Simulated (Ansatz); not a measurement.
Stepwise reaction of `[O]=[Mo]([OH])([OH])=[S]` with hydrogen chloride, as a gas-phase model of exchange steps in deposition or etching. ΔE in kJ/mol; ΔG adds harmonic PBE0-D4 terms to CCSD(T)/CBS, at 1 bar.

Isolated molecules relaxed with PBE0-D4/def2-TZVP in Ansatz; ΔE leaves out vibrations. CBS: MP2 limit from def2 TZ/QZ plus the TZ coupled-cluster correction, frozen cores. This one scheme is used for every species. DFT in def2-TZVPP. B3LYP here is the variant with VWN-RPA as its local correlation; programs differ in this. Elements past krypton have def2 core potentials. For Mo outer-core shells are correlated without core-valence functions, which leaves a few kJ/mol of doubt a bond. Each species was taken in one conformer, which may not be the lowest.

| step | reaction | PBE-D4 | B3LYP-D4 | ωB97M-V | CCSD(T)/CBS | ΔG(600 K) |
| --- | --- | --- | --- | --- | --- | --- |
| 1 | `[O]=[Mo]([OH])([OH])=[S]` + HCl → `[O]=[Mo]([OH])(=[S])[Cl]` + H₂O | -38.5 | -38.0 | -37.2 | -48.4 | -40.4 |
| 2 | `[O]=[Mo]([OH])(=[S])[Cl]` + HCl → `[O]=[Mo](=[S])([Cl])[Cl]` + H₂O | -28.3 | -28.3 | -24.8 | -36.5 | -32.5 |

Problem. By hand: ΔE of the 2 steps together at CCSD(T)/CBS.

Solution. (-48.4) + (-36.5) = -84.9 kJ/mol, or -42.5 kJ/mol a step.

In ΔE each step is higher than the one before. All are downhill at CCSD(T)/CBS. ΔG lies between -40.4 and -32.5 kJ/mol a step. PBE-D4 differs from CCSD(T)/CBS by 8.2 to 9.9 kJ/mol a step. Isolated molecules leave out the surface, adducts and barriers. Largest T1 diagnostic: 0.025.
